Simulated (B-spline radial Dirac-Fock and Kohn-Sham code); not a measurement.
# Atomic SCF run for Ta

ΔSCF core binding energies without Breit or QED terms, calculated with a B-spline atomic structure program. Keys: rel is the Hamiltonian (dirac, or spin-free x2c and nr, where L3 and M5 stand for the whole 2p and 3d shells), method is hf or an exchange,correlation pair (spin-unpolarised, also for the hole states), nuc the nuclear model, radius_factor scales its radius, rmax is the box in bohr, h the logarithmic mesh step, order the B-spline order, points the quadrature points per cell, c_factor scales the speed of light, and damp, ndamp, maxit and tol steer the iteration. The run stops when the commutator error falls below 10·tol·max(1, Z/10), or the numerical noise floor, and the energy has settled to about 1e-8 Ha; the virial ratio is −V/T.

Input (task.json):

```json
{"items": [{"Z": 73, "q": 0, "cfg": [[1, 0, 2], [2, 0, 2], [2, 1, 6], [3, 0, 2], [3, 1, 6], [3, 2, 10], [4, 0, 2], [4, 1, 6], [4, 2, 10], [4, 3, 14], [5, 0, 2], [5, 1, 6], [5, 2, 3], [6, 0, 2]], "A": 181, "rrms": 5.3507, "do": "settings", "holes": ["K", "L3", "M5"],
  "settings": [{"rel": "dirac", "method": "hf", "nuc": "fermi", "radius_factor": 1.0, "rmax": 45.0, "h": 0.3, "order": 8, "points": 10, "c_factor": 0.1727, "maxit": 50, "damp": 0.5, "ndamp": 3, "tol": 1e-08}]}]}
```

Command: `python xray2_run.py task.json out`

Ground-state iterations:

```
iter   energy (Ha)        error
   1    -7537.08677776  1.22e+02
   2   -18285.29665631  1.05e+02
   3   -22289.12912981  4.86e+01
   4   -22472.66416884  2.18e+01
   5   -22400.53108513  4.39e+00
   6   -22451.10264127  1.87e+00
   7   -22459.96868644  1.38e+00
   8   -22491.19235236  7.41e-01
   9   -22431.26529963  1.07e+00
  10   -22498.55333992  4.04e-01
  11   -22502.93947466  1.37e-01
  12   -22489.53569958  3.63e-01
  13   -22490.07065461  3.54e-01
  14   -22490.23860012  3.51e-01
  15   -22490.07456378  3.58e-01
  23   -22490.35750490  3.18e-01
  31   -22499.27144227  3.75e-01
  39   -22490.70671602  3.19e-01
  47   -22502.55361645  1.76e-01
  50   -22503.80231356  4.02e-02
```

The ground state had not converged after 50 iterations, with total energy -22503.80231 Ha, virial ratio 1.17400 and highest orbital energy -8.18 eV. ΔSCF binding energies: K (1s) 27624.3 eV, L3 (2p3/2) 9553.4 eV, M5 (3d5/2) 1468.4 eV (not all states converged, so these are not final).

Task: One setting is unsound. Which, and why?

Result: c_factor makes c so small that Zα exceeds 1, so any numbers that come out have no meaning. With the default settings (Dirac Hartree-Fock): The ground state converged in 11 iterations, with total energy -15616.57817 Ha, virial ratio 1.89139 and highest orbital energy -6.91 eV. ΔSCF binding energies: K (1s) 67750.5 eV, L3 (2p3/2) 9913.4 eV, M5 (3d5/2) 1743.5 eV.
